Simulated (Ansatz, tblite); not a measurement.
Isomers of B₂F₄ (singlet), found by a short tight-binding search and relaxed with PBE0-D4/def2-SVP in Ansatz.

The xTB rows come from tblite. Correlated methods freeze 6 core orbitals.

Other spin states weren't relaxed.

A:

```xyz
6

B     0.103   -0.404   -0.756
B    -0.104    0.403    0.756
F    -0.807   -1.230   -1.226
F    -0.688   -0.186    1.778
F     1.180   -0.221   -1.492
F     0.316    1.638    0.940
```

B:

Cartesian coordinates in Å:
```
B -0.481 0.273 0.660
B 0.482 -0.272 -0.660
F 0.219 -1.400 -1.289
F -1.606 0.932 0.469
F 1.517 0.418 -1.092
F -0.130 0.050 1.911
```

C:

```tsv
atom	x (Å)	y (Å)	z (Å)
B1	-0.4771	0.3082	0.6483
B2	0.4768	-0.3089	-0.6482
F3	1.7266	0.0684	-0.8261
F4	-0.1720	0.0656	1.9068
F5	-0.0084	-1.1798	-1.5095
F6	-1.5460	1.0465	0.4288
```

**Question.** Estimate their order by electronic energy at CCSD(T)/def2-TZVPP, counted from the lowest.

**Answer.** A (0.0) < C (0.2) < B (0.2), in kcal/mol. Gaps under about 2 kJ/mol are ties within the noise of geometry and basis.

**Question.** Do the other levels pick the same lowest one?

**Answer.** Not GFN1-xTB, GFN2-xTB, HF/def2-TZVPP, PBE-D4/def2-TZVP, PBE0-D4/def2-TZVP. Energies above each level's lowest (kcal/mol):

```json
{"level": "GFN1-xTB", "A": "0.4", "B": "0.0", "C": "0.1"}
{"level": "GFN2-xTB", "A": "0.5", "B": "0.0", "C": "0.1"}
{"level": "HF/def2-TZVPP", "A": "0.0", "B": "0.0", "C": "0.0"}
{"level": "PBE-D4/def2-TZVP", "A": "0.0", "B": "0.0", "C": "0.0"}
{"level": "r2SCAN-D4/def2-TZVP", "A": "0.0", "B": "0.2", "C": "0.1"}
{"level": "B97M-V/def2-TZVP", "A": "0.0", "B": "0.1", "C": "0.0"}
{"level": "r2SCANh-D4/def2-TZVP", "A": "0.0", "B": "0.2", "C": "0.1"}
{"level": "PBE0-D4/def2-TZVP", "A": "0.0", "B": "0.0", "C": "0.0"}
{"level": "MP2/def2-TZVPP", "A": "0.0", "B": "0.1", "C": "0.1"}
{"level": "CCSD/def2-TZVPP", "A": "0.0", "B": "0.2", "C": "0.1"}
{"level": "CCSD(T)/def2-TZVPP", "A": "0.0", "B": "0.2", "C": "0.2"}
```
Point groups (tolerance 0.1 Å): A D2, B D2, C D2. A and B have the same bonds, so they are conformers or stereoisomers. A and C have the same bonds, so they are conformers or stereoisomers. B and C have the same bonds, so they are conformers or stereoisomers. Lower isomers may exist.
